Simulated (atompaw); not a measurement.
# Building the PAW (atompaw) potential for antimony (Sb) (PBE, scalar-relativistic).

Input for atompaw 4.2.0.5:

```
Sb 51
GGA-PBE scalarrelativistic loggrid 1500 logderivrange -4 5 226
5 5 4 0 0 0
5 1 3
0 0 0
c
c
c
c
v
c
c
c
v
c
v
2
2.25 2.25 1.85 1.95
y
2.05
n
y
3.95
n
y
-1.25
n
modrrkj vanderbiltortho sinc
bessel
2.25
2.25
2.25
1.75
2.25
2.25
PWSCFOUT
UPFDX 0.0125d0 UPFXMIN -7.d0 UPFZMESH 51.d0
END
```

Command:

```bash
atompaw < Sb.input > Sb.log
```

The program printed (summary file):

```
Completed calculations for Sb (AE)

 Exchange-correlation type: GGA, Perdew-Burke-Ernzerhof

 Radial integration grid is logarithmic
 r0 =   1.7079462E-04 h =   8.7105254E-03   n =      1500 rmax =   8.0000000E+01

 Scalar relativistic calculation

 AEatom converged in  32 iterations
   nz     =  51.00
   delta  =       5.685002944568E-17

 All Electron Orbital energies:
  n  l      occupancy      energy
  1  0      2.0000000E+00 -2.2274354E+03
  2  0      2.0000000E+00 -3.3894963E+02
  3  0      2.0000000E+00 -6.6452300E+01
  4  0      2.0000000E+00 -1.0939119E+01
  5  0      2.0000000E+00 -9.4305315E-01
  2  1      6.0000000E+00 -3.0428394E+02
  3  1      6.0000000E+00 -5.5153219E+01
  4  1      6.0000000E+00 -7.4812156E+00
  5  1      3.0000000E+00 -3.5485471E-01
  3  2      1.0000000E+01 -3.7915629E+01
  4  2      1.0000000E+01 -2.4627677E+00

 Total energy
   Total                    :   -12962.90175608615209

 ---
 Completed calculations for Sb (SC)

 Exchange-correlation type: GGA, Perdew-Burke-Ernzerhof

 Radial integration grid is logarithmic
 r0 =   1.7079462E-04 h =   8.7105254E-03   n =      1500 rmax =   8.0000000E+01

 Scalar relativistic calculation

 SCatom converged in   3 iterations
   nz     =  51.00
   delta  =       4.505408665591E-17

 Valence Electron Orbital energies:
  n  l      occupancy      energy
   5  0      2.0000000E+00 -9.4305315E-01
   5  1      3.0000000E+00 -3.5485471E-01
   4  2      1.0000000E+01 -2.4627677E+00

 Total energy
   Total                    :   -12962.90175608793106
   Valence                  :     -475.53489192074744

 PAW parameters:
       lmax =            2
         rc =    2.2690213437480566
        irc =         1091
   rc_shape =    2.2690213437480566
    rc_vloc =    1.8570511588401548
    rc_core =    1.9566966462040418
   Vloc: truncated form - Vps(r)=A.sin(qr)/r for r<rc
   Projector type: modified RKKJ projectors + Vanderbilt ortho.
   Sinc^2 compensation charge shape zeroed at rc

 Number of basis functions     6
 No.   n  nodes  l      Energy         Cp coeff         Occ
  1    5    4    0   -0.9430532E+00 -0.1761350E+02  0.2000000E+01
  2  999    5    0    0.2050000E+01 -0.2068263E+00  0.0000000E+00
  3    5    3    1   -0.3548547E+00 -0.3140252E+01  0.3000000E+01
  4  999    4    1    0.3950000E+01  0.8059352E-01  0.0000000E+00
  5    4    1    2   -0.2462768E+01  0.2055711E+01  0.1000000E+02
  6  999    2    2   -0.1250000E+01  0.2990227E+01  0.0000000E+00

 Eigenvalues of overlap operator (in the basis of projectors):
    1        5.67139167E-03
    2        7.78853080E-02
    3        3.92411667E+00
    4        9.96504659E+00
    5        1.19349935E+01
    6        5.76161296E+01

 Orbital leakage outside PAW augmentation regions
   orb  is_core?  %out_of_sphere
   1 0    T           0.00
   2 0    T           0.00
   3 0    T           0.00
   4 0    T           0.01
   5 0    F          42.52
   2 1    T           0.00
   3 1    T           0.00
   4 1    T           0.07
   5 1    F          68.73
   3 2    T           0.00
   4 2    F           1.33

 Summary of PAW energies
   Total valence energy     :   -475.53511307480659
   Smooth energy            :     17.99115148395511
   One center               :   -493.52626455876168
   Smooth kinetic           :     12.21928760773872
   Vloc energy              :      1.63608223909579
   Smooth exch-corr         :     -5.43305459998845
   One-center xc            :   -334.76992431534831
```

The run took about 7 s on one core of a shared server CPU.
